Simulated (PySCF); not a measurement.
C3H9NSi2, SMILES N#CCC[SiH2][SiH3].

The structure is a stationary point at B3LYP-D3(BJ)/def2-SVP. This is a generated structure with no PubChem entry under its InChIKey; it may be hypothetical. Other conformers were not sampled.

The numbers are results of B3LYP-D3(BJ)/def2-SVP (PySCF), not measurements.

Frequencies are harmonic and unscaled.

```json
[
 {"mode": "1", "ν (cm⁻¹)": "27", "IR (km/mol)": "2.6", "moving atoms (share of kinetic energy)": "Si 38 %, N 36 %, C 14 %, H 12 %"},
 {"mode": "2", "ν (cm⁻¹)": "78", "IR (km/mol)": "1.8", "moving atoms (share of kinetic energy)": "H 75 %, N 11 %"},
 {"mode": "3", "ν (cm⁻¹)": "108", "IR (km/mol)": "1.2", "moving atoms (share of kinetic energy)": "Si 36 %, N 25 %, H 22 %, C 17 %"},
 {"mode": "4", "ν (cm⁻¹)": "116", "IR (km/mol)": "3.6", "moving atoms (share of kinetic energy)": "H 43 %, Si 27 %, C 24 %"},
 {"mode": "5", "ν (cm⁻¹)": "202", "IR (km/mol)": "3.1", "moving atoms (share of kinetic energy)": "C 39 %, H 36 %, N 20 %"},
 {"mode": "6", "ν (cm⁻¹)": "276", "IR (km/mol)": "1.4", "moving atoms (share of kinetic energy)": "C 48 %, H 29 %, Si 16 %"},
 {"mode": "7", "ν (cm⁻¹)": "361", "IR (km/mol)": "15.6", "moving atoms (share of kinetic energy)": "H 91 %"},
 {"mode": "8", "ν (cm⁻¹)": "375", "IR (km/mol)": "0.7", "moving atoms (share of kinetic energy)": "C 53 %, H 28 %, N 17 %"},
 {"mode": "9", "ν (cm⁻¹)": "417", "IR (km/mol)": "1.8", "moving atoms (share of kinetic energy)": "Si 79 %, H 17 %"},
 {"mode": "10", "ν (cm⁻¹)": "493", "IR (km/mol)": "17.9", "moving atoms (share of kinetic energy)": "H 79 %, Si 14 %"},
 {"mode": "11", "ν (cm⁻¹)": "535", "IR (km/mol)": "0.4", "moving atoms (share of kinetic energy)": "H 46 %, C 38 %, Si 10 %"},
 {"mode": "12", "ν (cm⁻¹)": "576", "IR (km/mol)": "2.6", "moving atoms (share of kinetic energy)": "H 50 %, C 33 %, Si 15 %"},
 {"mode": "13", "ν (cm⁻¹)": "628", "IR (km/mol)": "3.6", "moving atoms (share of kinetic energy)": "C 44 %, H 34 %, Si 22 %"},
 {"mode": "14", "ν (cm⁻¹)": "671", "IR (km/mol)": "0.8", "moving atoms (share of kinetic energy)": "H 84 %"},
 {"mode": "15", "ν (cm⁻¹)": "769", "IR (km/mol)": "181.4", "moving atoms (share of kinetic energy)": "H 78 %, Si 13 %, C 9 %"},
 {"mode": "16", "ν (cm⁻¹)": "811", "IR (km/mol)": "97.0", "moving atoms (share of kinetic energy)": "H 57 %, C 32 %"},
 {"mode": "17", "ν (cm⁻¹)": "880", "IR (km/mol)": "180.5", "moving atoms (share of kinetic energy)": "H 86 %, Si 8 %"},
 {"mode": "18", "ν (cm⁻¹)": "906", "IR (km/mol)": "5.0", "moving atoms (share of kinetic energy)": "C 51 %, H 39 %, N 9 %"},
 {"mode": "19", "ν (cm⁻¹)": "936", "IR (km/mol)": "13.6", "moving atoms (share of kinetic energy)": "H 95 %"},
 {"mode": "20", "ν (cm⁻¹)": "940", "IR (km/mol)": "13.5", "moving atoms (share of kinetic energy)": "H 75 %, C 19 %"},
 {"mode": "21", "ν (cm⁻¹)": "945", "IR (km/mol)": "33.9", "moving atoms (share of kinetic energy)": "H 87 %, C 9 %"},
 {"mode": "22", "ν (cm⁻¹)": "953", "IR (km/mol)": "88.6", "moving atoms (share of kinetic energy)": "H 96 %"},
 {"mode": "23", "ν (cm⁻¹)": "1035", "IR (km/mol)": "2.2", "moving atoms (share of kinetic energy)": "C 60 %, H 35 %"},
 {"mode": "24", "ν (cm⁻¹)": "1153", "IR (km/mol)": "5.4", "moving atoms (share of kinetic energy)": "H 85 %, C 15 %"},
 {"mode": "25", "ν (cm⁻¹)": "1191", "IR (km/mol)": "2.9", "moving atoms (share of kinetic energy)": "H 70 %, C 29 %"},
 {"mode": "26", "ν (cm⁻¹)": "1289", "IR (km/mol)": "1.6", "moving atoms (share of kinetic energy)": "H 80 %, C 20 %"},
 {"mode": "27", "ν (cm⁻¹)": "1346", "IR (km/mol)": "3.3", "moving atoms (share of kinetic energy)": "H 67 %, C 32 %"},
 {"mode": "28", "ν (cm⁻¹)": "1430", "IR (km/mol)": "6.2", "moving atoms (share of kinetic energy)": "H 93 %"},
 {"mode": "29", "ν (cm⁻¹)": "1447", "IR (km/mol)": "10.6", "moving atoms (share of kinetic energy)": "H 92 %, C 8 %"},
 {"mode": "30", "ν (cm⁻¹)": "2199", "IR (km/mol)": "75.9", "moving atoms (share of kinetic energy)": "H 98 %"},
 {"mode": "31", "ν (cm⁻¹)": "2209", "IR (km/mol)": "29.0", "moving atoms (share of kinetic energy)": "H 97 %"},
 {"mode": "32", "ν (cm⁻¹)": "2211", "IR (km/mol)": "84.7", "moving atoms (share of kinetic energy)": "H 97 %"},
 {"mode": "33", "ν (cm⁻¹)": "2222", "IR (km/mol)": "120.3", "moving atoms (share of kinetic energy)": "H 96 %"},
 {"mode": "34", "ν (cm⁻¹)": "2228", "IR (km/mol)": "99.3", "moving atoms (share of kinetic energy)": "H 96 %"},
 {"mode": "35", "ν (cm⁻¹)": "2381", "IR (km/mol)": "7.4", "moving atoms (share of kinetic energy)": "C 61 %, N 38 %"},
 {"mode": "36", "ν (cm⁻¹)": "3039", "IR (km/mol)": "6.7", "moving atoms (share of kinetic energy)": "H 95 %"},
 {"mode": "37", "ν (cm⁻¹)": "3045", "IR (km/mol)": "7.1", "moving atoms (share of kinetic energy)": "H 94 %"},
 {"mode": "38", "ν (cm⁻¹)": "3083", "IR (km/mol)": "3.6", "moving atoms (share of kinetic energy)": "H 91 %, C 9 %"},
 {"mode": "39", "ν (cm⁻¹)": "3100", "IR (km/mol)": "4.1", "moving atoms (share of kinetic energy)": "H 90 %, C 10 %"}
]
```
